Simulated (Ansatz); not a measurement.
Consider the substitution at a C–N bond: `C[NH][GeH2][Cl]` + `OC[SeH]` → `COC[SeH]` + `[NH2][GeH2][Cl]`.

Gas-phase electronic energies from Ansatz, PBE0-D4/def2-TZVP geometries. CBS: MP2 limit from def2 TZ/QZ plus the TZ coupled-cluster correction, frozen cores. For Ge, Se outer-core shells are correlated without core-valence functions, which leaves a few kJ/mol of doubt a bond. Scalar relativity is left out up to krypton. Each species was taken in one conformer, which may not be the lowest.

```csv
species,SCS-MP2/def2-QZVPP energy (Eh)
`C[NH][GeH2][Cl]`,-2631.94109
`OC[SeH]`,-2515.96074
`COC[SeH]`,-2555.18328
`[NH2][GeH2][Cl]`,-2592.71883
```

Task: Work out ΔE.

Result: ΔE = (-2555.18328) + (-2592.71883) − (-2631.94109) − (-2515.96074) = -0.00028 Eh = -0.01 eV. CCSD(T)/CBS gives 0.00 eV.

Largest T1 diagnostic among the species: 0.010.
